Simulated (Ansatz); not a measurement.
A nudged elastic band was laid between two geometries of C₂H₇FOSi₂ (13 atoms, charge 0, multiplicity 1).

All numbers below come from RKS B3LYP/def2-SVP (Ansatz).

| Property | Result |
| --- | --- |
| movable images | 7 |
| climbing image | yes |
| spring | 5.0 eV/Å² |
| optimiser | quadratic models (default) |
| start path | through a guess of the saddle point |
| force threshold | 0.05 eV/Å |
| iteration limit | 60 |
| end points | relaxed |

First end point:

```xyz
13
Properties=species:S:1:pos:R:3
O -1.364 -1.241 -0.112
C -0.332 -0.274 0.015
Si 1.194 -0.934 0.918
C -0.111 0.648 -1.264
Si -0.912 1.486 0.160
F -0.055 2.528 1.070
H -1.052 -1.929 -0.719
H 1.690 -2.140 0.180
H 0.846 -1.340 2.308
H 2.280 0.090 0.949
H -0.751 0.374 -2.113
H 0.926 0.843 -1.566
H -2.339 1.854 0.189
```

Last end point:

```xyz
13
Properties=species:S:1:pos:R:3
O -0.550 0.631 0.816
C 0.139 -0.152 0.109
Si 1.142 -1.510 1.020
C 0.186 0.008 -1.379
Si -1.325 2.318 0.700
F -1.698 2.301 -0.926
H 0.937 -0.647 -1.842
H 0.884 -2.814 0.345
H 0.731 -1.545 2.446
H 2.593 -1.185 0.890
H -0.803 -0.220 -1.812
H 0.386 1.063 -1.639
H -2.601 1.719 1.289
```

What changes between the two ends?

Bonds broken: O1–H7, C2–Si5, C4–Si5. Bonds formed: O1–Si5, C4–H7.

What energy profile does the band end with?

The forces met the threshold. The highest image is number 1 of 0 to 8, 1.63 eV above the first end and 1.89 eV above the last; the last end lies 0.26 eV below the first. The profile has 2 maxima (images 1, 5) with wells between them (image 3): this band takes more than one step, which may be the mechanism or a detour left from its start path. Neighbouring images differ by up to 1.6 eV, so the band resolves the path poorly. A vibrational analysis at the climbing image gives one clearly imaginary mode, 105i cm⁻¹: a first-order saddle point. The orbitals stay closed-shell, which can raise the energy where a bond breaks towards radicals; this wasn't checked here.

```
image  path coordinate (Å)  energy (eV)  O1–H7 (Å)  C2–Si5 (Å)  C4–Si5 (Å)
    0                 0.00         0.00       0.97        1.86        1.84
    1                 3.60         1.63       0.97        2.75        1.94
    2                 6.59         0.79       0.97        3.19        2.64
    3                 9.58         0.55       2.54        5.03        4.49
    4                12.57         0.55       2.55        5.36        4.42
    5                15.56         0.57       2.99        5.61        4.78
    6                18.54         0.49       3.15        4.52        4.65
    7                21.52         0.11       3.30        3.01        3.57
    8                24.50        -0.26       3.30        2.93        3.46
```

What is the geometry of the highest image?


```xyz
13
Properties=species:S:1:pos:R:3
O -0.148 -1.896 -1.139
C 0.003 -0.796 -0.405
Si 1.020 -1.021 1.183
C -0.520 0.479 -0.894
Si -0.496 1.705 0.615
F 0.562 2.936 0.315
H -0.651 -1.696 -1.948
H 1.906 -2.196 0.893
H 0.318 -1.333 2.457
H 1.785 0.256 1.275
H -1.636 0.510 -0.868
H -0.257 0.667 -1.960
H -1.864 2.351 0.490
```

The run took 8.6 min on 2 threads of AMD EPYC 9R45 96-Core Processor (Zen 5), with other jobs on the host, peak memory 0.37 GiB.
